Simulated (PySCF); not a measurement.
Sr(35+): ionisation energy

Sr(35+) [He] 2s1 (2S) → Sr(36+) 1s2 (1S), as a difference of total energies. All numbers are calculated (PySCF 2.14, the non-relativistic Hamiltonian (point nucleus), in an even-tempered Gaussian basis (17 s from 13 bohr⁻², ratio 2.2; 8 p from 19 bohr⁻², ratio 2.4; 5 d from 58 bohr⁻², ratio 2.4; 5 f from 87 bohr⁻², ratio 2.4; 4 g from 130 bohr⁻², ratio 2.4)). Correlated levels: nothing frozen; virtual orbitals above 40 to 60 times the deepest correlated orbital energy dropped. The calculations carry no spin-orbit coupling.

```csv
method,ionisation energy (eV),difference from reference (eV)
UHF,4507.0,-105.4
LDA,4502.6,-109.8
PBE,4510.1,-102.3
PBE0,4509.4,-103.0
r2SCAN,4505.0,-107.4
PW91,4510.7,-101.7
revPBE,4510.2,-102.2
MP2 (all electrons),4507.1,-105.3
SCS-MP2 (all electrons),4507.1,-105.3
```

Reference: 4612.4 eV (theoretical estimate listed by NIST; NIST Atomic Spectra Database, ionization energies).

The gap to the reference is mostly relativistic.
